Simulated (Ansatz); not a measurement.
Ansatz (an electronic-structure program) input (FCI/STO-3G):

Ansatz 0.2 input:
```yaml
crystal:
  periodic: [false, false, false]
  atoms:
    - {symbol: Si, position_ang: [-0.01622909, -0.85494600, 0.16534456]}
    - {symbol: F, position_ang: [-0.11736671, -1.77131459, -1.13931515]}
    - {symbol: Br, position_ang: [-1.82263161, 0.45379605, 0.21744921]}
    - {symbol: Br, position_ang: [1.85930326, 0.34366324, 0.00937972]}
basis:
  gaussian:
    orbitals: STO-3G
magnetization: {spin_polarized: true, initial_magnetization: 1}
correlation: {method: fci, electrons: outside_noble_gas}
```

End of the output:

```
integrals: 0.03 GiB planned
709 factors; integrals over basis functions are off by at most 6.3e-8 eV
mean field: 0.34 GiB planned
mean field evaluation 1: about -148926.0104 eV, gradient 1.7e1 eV
mean field evaluation 2: about -148926.0507 eV, gradient 1.7e1 eV
mean field evaluation 4: about -148929.3283 eV, gradient 1.4e0 eV
mean field evaluation 8: about -148929.3846 eV, gradient 1.2e-2 eV
mean field evaluation 16: about -148929.3847 eV, gradient 1.2e-6 eV
mean field -148929.38465074 eV, -5473.0539379522 hartree, gradient 1.2e-6 eV, S^2 0.755534; 1 other end points of the search recorded, 0 dependent functions left out
34 core orbitals not correlated
reference -148929.35423151 eV, -5473.0528200661 hartree; 13, 12 occupied and 3, 4 virtual orbitals, 709 factors
configuration interaction: 0.36 GiB planned
state -148931.30539035 eV, -5473.1245238308 hartree
Total energy: -148931.30539035 eV, -5473.1245238308 hartree
```

It need not be the lowest isomer of its formula.
